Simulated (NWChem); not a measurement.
# C$_{2}$H$_{2}$BrCl; SMILES Cl/C=C\Br

Computed with NWChem. Coordinates come from a PBE-D3(BJ)/def2-SVP optimisation. LC-ωPBE (HJS hole) with def2-SVP; x = 1 − exp(−ω/0.25 bohr⁻¹) is a scale chosen for this fit.

```
row           x  −ε(HOMO) (eV)
--------  -----  -------------
ω = 0.20  0.551           8.55
ω = 0.30  0.699       withheld
ω = 0.35  0.753           9.63
ω = 0.40  0.798           9.87
ω = 0.50  0.865          10.23
```

Q: Fit a straight line of the last column on the one before it, predict the withheld value, and compare with the run.

A: 
1. Means of the 4 shown rows: x = 0.7418, y = 9.570. Slope Σ(x − x̄)(y − ȳ)/Σ(x − x̄)² = 0.2935/0.05487 = 5.349; intercept 5.602.
2. The shown rows scatter about the line by 0.001 (root mean square); the largest residual is 0.00, at ω = 0.50.
3. At x = 0.699 (ω = 0.30; inside the shown range) the line gives 9.34.
4. The run gives 9.33, -0.01 from the line.
